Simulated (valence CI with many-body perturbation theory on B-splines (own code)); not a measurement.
# E1 line list for W43+

Computed by configuration interaction combined with many-body perturbation theory (CI+MBPT): three valence electrons over a frozen Dirac-Fock core [Ar] 3d10, a basis of 11 s, 11 p, 10 d, 8 f, 5 g, 2 h functions for each j, with the one-electron correlation potential Σ1 (screened to all orders), the two-electron term Σ2, the three-electron term Σ3, Breit, model QED; selected single and double excitations, second order for the rest, scaled by the run's own slope (own B-spline code, finite nucleus).

The last digits are not significant, and no measured levels were compared; by estimate large intervals hold to a few tenths of a per cent, small ones and those within an open d or f shell to about a per cent.

Lines 101 to 150 of 538 in falling wavelength, among levels below 824.83 eV, chosen from the strongest by gf and those to the six lowest levels. Wavelengths and rates use the calculated energies. Electric multipoles are in the length gauge, E1 and E2 with the static RPA response of the core. Weak lines are less certain than strong ones. Lines between different terms over intervals too small for the method are left out, as are lines whose strength nearly cancels. Where a level lies close to another of its J and parity, the split of strength between their lines is uncertain. The highest levels of a list are the least certain.

Levels are named by their leading jj configuration (3d3/2^4 stands for four electrons in 3d with j = 3/2), which in mixed levels can hold well under half, so a name can repeat and another be missing. Letters in brackets count levels of one name in rising energy.

```tsv
λ vac (nm)	Upper	Lower	A (s⁻¹)	log gf	Branch %
6.983	(4p1/2 4p3/2 4d5/2) J=3/2 [b]	(4p1/2 4p3/2^2) J=1/2	2.50e+11	-0.14	35.5
6.982	(4p1/2 4d5/2^2) J=5/2	(4p1/2 4p3/2 4d5/2) J=5/2 [a]	3.61e+11	0.20	60.4
6.974	(4s 4d5/2 4f5/2) J=7/2 [b]	(4s 4p3/2 4f5/2) J=7/2 [a]	6.50e+10	-0.42	8.4
6.968	(4p1/2 4p3/2 4d3/2) J=7/2	(4s 4p1/2 4d5/2) J=5/2 [b]	6.33e+10	-0.43	11.4
6.968	(4p1/2 4p3/2 4f7/2) J=11/2	(4p1/2 4p3/2 4d5/2) J=9/2	2.51e+11	0.34	55.4
6.964	(4s^2 4f7/2) J=7/2	(4s^2 4d5/2) J=5/2	1.59e+11	-0.03	46.9
6.963	(4s 4p3/2 4f7/2) J=9/2 [b]	(4s 4p3/2 4d5/2) J=7/2 [a]	5.14e+10	-0.43	8.8
6.961	(4p1/2 4d5/2^2) J=3/2	(4p1/2 4p3/2 4d5/2) J=3/2 [a]	2.85e+11	-0.08	44.5
6.957	(4s 4d3/2 4d5/2) J=5/2 [a]	(4s 4p3/2 4d3/2) J=3/2 [a]	8.78e+10	-0.42	9.0
6.954	(4p1/2 4p3/2 4d5/2) J=1/2	(4p1/2 4p3/2^2) J=1/2	4.11e+11	-0.23	56.4
6.947	(4p1/2 4d3/2 4d5/2) J=1/2	(4p1/2 4p3/2 4d3/2) J=1/2 [a]	2.89e+11	-0.38	63.6
6.937	(4p1/2 4d3/2 4d5/2) J=3/2 [a]	(4p1/2 4p3/2 4d3/2) J=3/2 [a]	1.51e+11	-0.36	32.7
6.934	(4s 4p1/2 4d5/2) J=7/2	(4s 4p1/2 4p3/2) J=5/2	2.24e+11	0.11	93.5
6.921	(4s 4p3/2 4f7/2) J=9/2 [a]	(4s 4p3/2 4d5/2) J=9/2	1.37e+11	-0.01	58.1
6.912	(4s 4d5/2 4f7/2) J=9/2	(4s 4p3/2 4f7/2) J=7/2 [a]	1.19e+11	-0.07	20.6
6.912	(4s 4p3/2 4d5/2) J=1/2	(4s 4p3/2^2) J=1/2	4.36e+11	-0.20	72.9
6.909	(4p1/2 4p3/2 4f7/2) J=9/2 [b]	(4p1/2 4p3/2 4d5/2) J=7/2 [a]	3.99e+11	0.46	60.5
6.909	(4s 4p3/2 4d5/2) J=7/2 [a]	(4s 4p3/2^2) J=5/2	6.00e+10	-0.46	12.1
6.899	(4s 4d5/2 4f5/2) J=5/2 [b]	(4s 4p3/2 4f5/2) J=3/2 [a]	2.02e+11	-0.06	19.5
6.884	(4s 4d5/2^2) J=5/2	(4s 4p3/2 4d5/2) J=3/2 [a]	8.72e+10	-0.43	10.0
6.883	(4p1/2 4p3/2 4f7/2) J=7/2 [d]	(4p1/2 4p3/2 4d5/2) J=7/2 [b]	6.53e+10	-0.43	5.8
6.868	(4p1/2 4d3/2 4d5/2) J=7/2 [a]	(4s 4p1/2 4f5/2) J=7/2	5.40e+10	-0.51	21.3
6.851	(4s 4d3/2 4d5/2) J=7/2 [b]	(4s 4p3/2 4d3/2) J=5/2 [b]	7.23e+10	-0.39	8.5
6.841	(4s 4d3/2 4d5/2) J=3/2 [a]	(4s 4p3/2 4d3/2) J=1/2 [a]	1.60e+11	-0.35	14.7
6.838	(4p3/2^2 4d5/2) J=3/2	(4p3/2^3) J=3/2	6.73e+11	0.28	39.2
6.832	(4s 4d5/2 4f7/2) J=9/2	(4s 4p3/2 4f7/2) J=9/2 [a]	3.21e+11	0.35	55.5
6.830	(4s 4d3/2 4d5/2) J=7/2 [b]	(4s 4p3/2 4d3/2) J=7/2	6.60e+10	-0.43	7.8
6.829	(4p1/2 4p3/2 4d5/2) J=7/2 [b]	(4p1/2 4p3/2^2) J=5/2	5.49e+11	0.49	68.9
6.819	(4s 4p1/2 4p3/2) J=3/2 [a]	(4s^2 4p1/2) J=1/2	2.82e+09	-2.10	55.4
6.816	(4s 4d5/2 4f7/2) J=11/2 [a]	(4s 4p3/2 4f7/2) J=9/2 [a]	1.21e+11	0.00	38.0
6.813	(4s 4p1/2 4d5/2) J=5/2 [a]	(4s 4p1/2 4p3/2) J=3/2 [a]	3.16e+11	0.12	97.3
6.798	(4s 4d5/2 4f7/2) J=7/2 [a]	(4s 4p3/2 4f7/2) J=7/2 [a]	1.18e+11	-0.18	12.3
6.798	(4s 4d5/2 4f5/2) J=3/2 [c]	(4s 4p3/2 4f5/2) J=1/2	1.07e+11	-0.53	6.8
6.797	(4p1/2 4d3/2 4d5/2) J=7/2 [a]	(4s 4p1/2 4f5/2) J=5/2 [a]	6.57e+10	-0.44	26.0
6.786	(4p1/2 4p3/2 4f7/2) J=7/2 [b]	(4p1/2 4p3/2 4d3/2) J=5/2	2.14e+11	0.07	30.7
6.782	(4s 4p3/2 4f7/2) J=11/2	(4s 4p3/2 4d5/2) J=9/2	3.03e+11	0.40	100.0
6.771	(4s 4p3/2 4d5/2) J=3/2 [b]	(4s 4p3/2^2) J=1/2	3.36e+11	-0.03	33.6
6.769	(4s 4d5/2 4f5/2) J=9/2 [b]	(4s 4d5/2^2) J=9/2	8.21e+10	-0.25	9.6
6.759	(4s 4p3/2 4d5/2) J=5/2 [b]	(4s 4p3/2^2) J=3/2	6.85e+11	0.45	53.1
6.755	(4p1/2 4p3/2 4f5/2) J=5/2 [b]	(4p1/2 4p3/2 4d3/2) J=3/2 [b]	2.28e+11	-0.03	30.8
6.755	(4s 4d5/2^2) J=5/2	(4s 4p3/2 4d5/2) J=5/2 [a]	3.40e+11	0.14	38.9
6.754	(4p1/2 4d3/2 4d5/2) J=9/2	(4s 4p1/2 4f5/2) J=7/2	1.03e+11	-0.15	52.4
6.750	(4s 4p3/2 4f7/2) J=7/2 [b]	(4s 4p3/2 4d5/2) J=5/2 [a]	2.10e+11	0.06	27.6
6.747	(4p1/2 4p3/2 4d5/2) J=5/2 [b]	(4p1/2 4p3/2^2) J=3/2	7.70e+11	0.50	62.1
6.745	(4s 4p1/2 4d5/2) J=3/2	(4s 4p1/2 4p3/2) J=5/2	3.85e+10	-0.98	9.8
6.744	(4s 4p1/2 4d5/2) J=5/2 [b]	(4s 4p1/2 4p3/2) J=5/2	1.35e+11	-0.26	50.1
6.742	(4p1/2 4p3/2 4f5/2) J=3/2 [b]	(4p1/2 4p3/2 4d3/2) J=1/2 [b]	1.24e+11	-0.47	18.0
6.738	(4s 4d5/2 4f5/2) J=9/2 [a]	(4s 4d3/2 4d5/2) J=9/2	1.19e+11	-0.09	16.0
6.735	(4s 4p3/2 4f7/2) J=5/2 [a]	(4s 4p3/2 4d3/2) J=3/2 [b]	1.33e+11	-0.26	32.0
6.731	(4s 4d5/2^2) J=7/2	(4s 4p3/2 4d5/2) J=5/2 [b]	8.81e+11	0.68	55.5
```

Question: How does gf follow from A for the line at 6.750 nm?

Answer: gf = 1.4992 × (2J+1)_upper × A / σ², with σ = 1481545 cm⁻¹ and 2J+1 = 8: gf = 1.15.
